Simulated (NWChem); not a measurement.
C2H7S cation; SMILES C[SH+]C

```xyz
10

C      0.5434     0.0034     1.4369
S     -0.5722     0.0454     0.0000
C      0.5434     0.0034    -1.4369
H      1.2826    -0.8132     1.3428
H     -0.0963    -0.1263     2.3312
H      1.0352     0.9942     1.4761
H     -0.9773    -1.2651     0.0000
H      1.2826    -0.8132    -1.3428
H     -0.0963    -0.1263    -2.3312
H      1.0352     0.9942    -1.4761
```
Atoms are numbered in this order, from 1.

All runs: NWChem. Geometry optimised at PBE-D3(BJ)/def2-SVP; all other runs use it. Pople sets run with spherical d functions.

```json
[
 {"quantity": "isotropic polarisability (bohr³), static", "level": "PBE0/6-31+G*", "value": "37.9"},
 {"quantity": "orbital gap (eV)", "level": "OLYP/6-31G*", "value": "7.30"},
 {"quantity": "cavity-dispersion-structure term (kcal/mol) in ethyl acetate", "level": "PBE0/6-31G*, SMD", "value": "?"},
 {"quantity": "vertical, lowest state with f > 0.02, singlet (eV)", "level": "B3LYP/6-31G*, full TDDFT", "value": "8.10"},
 {"quantity": "charge (e), ESP S2", "level": "B3LYP/def2-SVP", "value": "?"},
 {"quantity": "first 1s excitation (eV), S K edge, unshifted", "level": "BHandHLYP/def2-TZVP, TDA", "value": "?"},
 {"quantity": "highest harmonic frequency (cm⁻¹)", "level": "PBE-D3(BJ)/def2-SVP", "value": "3138"}
]
```

Q: Complete the blanks.

A: 
- cavity-dispersion-structure term (kcal/mol) in ethyl acetate, value: 0.0
- charge (e), ESP S2, value: 0.20
- first 1s excitation (eV), S K edge, unshifted, value: 2447.4
